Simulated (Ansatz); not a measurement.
`[SiH3]OB(Cl)Cl` + H–F → `FB(Cl)Cl` + silanol at 600 K and 1 bar (ligand exchange at a B–O bond).

Gas-phase electronic energies from Ansatz, PBE0-D4/def2-TZVP geometries. CCSD(T)/CBS adds triple-zeta CCSD(T) − MP2 to the extrapolated MP2 energy (def2 sets, frozen cores). This one scheme is used for every species. One conformer a species, not always the lowest.

| species | CCSD(T)/CBS energy (Eh) | H − E (kJ/mol) | S (J/(mol·K)) |
| --- | --- | --- | --- |
| `[SiH3]OB(Cl)Cl` | -1310.57934 | 153.5 | 439.2 |
| H–F | -100.39570 | 42.3 | 194.0 |
| `FB(Cl)Cl` | -1044.28221 | 57.7 | 333.4 |
| `O[SiH3]` | -366.69042 | 135.7 | 307.9 |

H − E and S are ideal-gas, rigid-rotor, harmonic terms from PBE0-D4/def2-TZVP, for one conformer and one mirror image of each species. 1 Eh = 2625.50 kJ/mol, R = 8.31446 J/(mol·K).

Task: By hand: ΔE, ΔH, ΔS and ΔG.

Result: ΔE = (-1044.28221) + (-366.69042) − (-1310.57934) − (-100.39570) = 0.00241 Eh = 6.3 kJ/mol. Δ(H − E) = 57.7 + 135.7 − 153.5 − 42.3 = -2.4, so ΔH = 3.9 kJ/mol. ΔS = 333.4 + 307.9 − 439.2 − 194.0 = 8.1 J/(mol·K). ΔG = 3.9 − 600 × (8.1)/1000 = -1.0 kJ/mol.

Task: By hand: the equilibrium constant, and the temperature at which ΔG would vanish if ΔH and ΔS stayed fixed.

Result: log₁₀ K = −ΔG/(RT ln 10) = 0.1. ΔG = 0 at ΔH/ΔS = 481 K, though so small a ΔH makes that figure unsure.

TΔS isn't small against ΔH here. The sign of ΔG lies within the doubt. A doubt of 5 kJ/mol in ΔE shifts log₁₀ K by 0.4 here. Other conformers and mirror images would add mixing entropy, several J/(mol·K) or more a flexible species. These are equilibria of isolated gas molecules and say nothing of rates. Largest T1 diagnostic: 0.012 (customary marks: 0.02 for closed shells, 0.045 for open ones).
